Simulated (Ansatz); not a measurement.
One change: `C[N]=[W](=[O])([Cl])[Cl]` becomes `C[N]=[W](=[O])([OH])[Cl]`.

Ansatz, PBE0-D4/def2-TZVP geometries, multiplicity 1. Each molecule was computed in one conformer, which needn't be the lowest.

Elements past krypton have def2 core potentials.

```csv
property,`C[N]=[W](=[O])([Cl])[Cl]`
HOMO energy (PBE/def2-TZVPP) / eV,-6.75
size of the dipole moment (ωB97M-V/def2-TZVPP) / D,2.50
LUMO energy (PBE0/def2-TZVPP) / eV,-2.51
"ideal-gas entropy at 298 K and 1 bar (rigid rotor, harmonic PBE0-D4/def2-TZVP) / J/(mol·K)",398
HOMO–LUMO gap (PBE0/def2-TZVPP) / eV,5.60
size of the dipole moment (B3LYP/def2-TZVPP) / D,2.53
```

Question: Give the same properties after the change, and the shifts. (Estimate.)

Answer: The calculation gave: 
```tsv
property	`C[N]=[W](=[O])([OH])[Cl]`	shift
HOMO energy (PBE/def2-TZVPP) / eV	-6.45	0.30
size of the dipole moment (ωB97M-V/def2-TZVPP) / D	3.69	1.19
LUMO energy (PBE0/def2-TZVPP) / eV	-1.64	0.87
ideal-gas entropy at 298 K and 1 bar (rigid rotor, harmonic PBE0-D4/def2-TZVP) / J/(mol·K)	393	-5
HOMO–LUMO gap (PBE0/def2-TZVPP) / eV	6.17	0.57
size of the dipole moment (B3LYP/def2-TZVPP) / D	3.72	1.19
```

With PBE0 the HOMO rises by 0.30 eV and the LUMO rises by 0.87 eV, so the gap widens by about 0.57 eV. PBE moves the HOMO by 0.30 eV and ωB97M-V by 0.29 eV. The zero-point energy changes by 31.9 kJ/mol with +3 modes. Dipoles are sizes alone; their direction can turn.

Positive LUMOs are unbound, so they and the gaps depend on the basis.

B3LYP here is the variant with VWN-RPA as its local correlation; programs differ in this.
